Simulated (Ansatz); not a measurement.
Ansatz results at the PBE0-D4/def2-TZVP geometry: size of the dipole moment (B3LYP/def2-TZVPP) 0.00 D; LUMO energy (PBE/def2-TZVPP) -0.15 eV; HOMO energy (ωB97M-V/def2-TZVPP) -9.85 eV.

Question: Which molecule gave them?
A. `[F][SnH]([Cl])[Cl]`
B. `[CH3][Sn]([CH3])([CH3])[CH3]`
C. `[OH][SnH2][Cl]`
D. `[Br][SnH]([Br])[Br]`

Answer: B. The others give `[F][SnH]([Cl])[Cl]`: 2.49, -3.13, -11.88; `[Br][SnH]([Br])[Br]`: 1.57, -3.44, -10.89; `[OH][SnH2][Cl]`: 1.89, -1.80, -10.99.

B3LYP here is the variant with VWN-RPA as its local correlation; programs differ in this.
